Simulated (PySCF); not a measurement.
**Dipole response of Cl⁺ (chlorine, charge +1)**

[Ne] 3s2 3p4, high-spin 3P determinant. Computed with PySCF 2.14 in aug-cc-pV(Q+d)Z (7s6p5d3f2g, 89 functions), with no relativity, point nucleus. Coupled (time-dependent) response in atomic units; α is the mean over directions.

```
 method  mean α (bohr³)         α xx, yy, zz  C₆ (like pair)  S(−4)
    UHF           8.564  8.470, 8.753, 8.470           40.39  17.61
    PBE           8.827  8.656, 9.171, 8.656           41.86  19.28
   PBE0           8.681  8.537, 8.969, 8.537           41.01  18.34
LC-wPBE           8.613  8.490, 8.860, 8.490           40.58  17.98
 PBEsol           8.849  8.677, 9.191, 8.677           42.01  19.35
```

S(−4) is the Cauchy moment in α(ω) = α(0) + S(−4) ω² + …

α(iu) at PBEsol:

| u (hartree) | α(iu) (bohr³) |
| --- | --- |
| 0 | 8.849 |
| 0.0500 | 8.801 |
| 0.100 | 8.660 |
| 0.200 | 8.146 |
| 0.300 | 7.428 |
| 0.500 | 5.843 |
| 0.750 | 4.185 |
| 1.00 | 3.032 |
| 1.50 | 1.738 |
| 2.00 | 1.113 |
| 3.00 | 0.5756 |
| 5.00 | 0.2500 |

A single London oscillator, α(iu) = α/(1 + u²/ω²), gives C₆ = (3/4) ω α². Matching the computed C₆ needs ω = 4 × 42.01 / (3 × 8.849²) = 0.715 hartree.

For an ion, C₆ is the dispersion term alone; charge-induced terms of lower order in 1/R come first.

The components differ because the open shell of this determinant is not spherical; for a pure term their mean is the scalar polarisability.
